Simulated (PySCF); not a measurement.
Species: C8H16NP.
Geometry (PBE0-D3(BJ)/def2-SVP, Å), atoms numbered from 1 in this order:
```
atom  x, y, z in Å
C1     1.3709    2.6254    1.3944
C2     0.9987    1.4843    1.1888
P3     0.5017   -0.2148    1.0121
N4     1.3964   -0.7322   -0.3537
C5     1.8566    0.1396   -1.4080
C6     2.2079   -1.9167   -0.1915
C7    -1.2704    0.0204    0.3970
C8    -1.7711   -1.3895    0.0820
C9    -2.0471    0.6126    1.5732
C10   -1.4071    0.9108   -0.8319
H11    1.7020    3.6318    1.5771
H12    1.2467    1.0483   -1.4639
H13    2.9076    0.4544   -1.2511
H14    1.8027   -0.3721   -2.3858
H15    2.1780   -2.5343   -1.1069
H16    1.8282   -2.5257    0.6408
H17    3.2711   -1.6788    0.0160
H18   -1.7234   -2.0432    0.9675
H19   -2.8197   -1.3535   -0.2574
H20   -1.1690   -1.8506   -0.7164
H21   -3.1202    0.6670    1.3248
H22   -1.9422   -0.0037    2.4804
H23   -1.7042    1.6314    1.8111
H24   -2.4735    1.0316   -1.0899
H25   -0.9886    1.9136   -0.6544
H26   -0.9075    0.4699   -1.7067
```

All values: PBE0/pcSseg-1 (PySCF, non-relativistic), on one gas-phase PBE0-D3(BJ)/def2-SVP geometry that isn't relaxed in the solvent. The solvent is an IEF-PCM continuum (van der Waals radii × 1.2). The model holds no explicit solvent molecules, cavitation or dispersion.

Gas phase at PBE0/pcSseg-1: HOMO -6.08 eV, LUMO 0.04 eV, dipole 1.30 D.

Q: What does the continuum do to the energy, the frontier levels and the dipole at PBE0/pcSseg-1 in chloroform and acetone?

A: 
```csv
solvent,ε,E(solvent) − E(gas) (kcal/mol),polarisation term (kcal/mol),distortion of the solute (kcal/mol),HOMO (eV),LUMO (eV),dipole (D)
chloroform,4.711,-2.82,-3.08,0.26,-6.10,-0.02,1.65
acetone,20.49,-3.83,-4.36,0.53,-6.13,-0.06,1.82
```

The first energy column is the sum of the next two and covers electrostatics alone. From chloroform to acetone the lowering changes by a factor 1.36, Onsager's factor (ε − 1)/(2ε + 1) by 1.30 and ε itself by 4.3.

Q: Which radius a makes the point-dipole formula ΔE = −[(ε − 1)/(2ε + 1)]·μ²/a³ give the value in acetone, with the gas-phase dipole?

A: μ = 0.512 au and |ΔE| = 0.00611 Eh give a = 1.44 Å; the farthest nucleus lies 4.30 Å from the centroid of the nuclei, so such a sphere wouldn't even hold the nuclei. The formula assumes a rigid point dipole at the centre of a sphere.

Q: Give the dipole vector in the frame of the coordinates (D, pointing from negative to positive charge), gas and acetone.

A: Gas (0.06, 0.32, -1.26), solvent (-0.07, 0.37, -1.78). Its length changes by +40 % and its direction by 5°.

Q: Which Hirshfeld charges (PBE0/pcSseg-1) respond most in acetone (means over atoms taken as equivalent)?

A: 
```
   atoms                  environment  gas (e)  solvent (e)  change
      P3  three-coordinate phosphorus   +0.221       +0.200  -0.021
     H11              alkyne hydrogen   +0.096       +0.109  +0.013
      C2                alkyne carbon   -0.107       -0.120  -0.013
      C1       terminal alkyne carbon   -0.097       -0.101  -0.004
H12 (×6)              methyl hydrogen   +0.036       +0.039  +0.003
H18 (×9)              methyl hydrogen   +0.035       +0.037  +0.002
```

Hardware: Arm Neoverse N1, one thread, no GPU, shared host with 64 logical CPUs at a one-minute load of 43. Cost: 1.9 min, 1.4 GiB resident at most. This is the whole shielding run at PBE0/pcSseg-1 in acetone, SCF included.
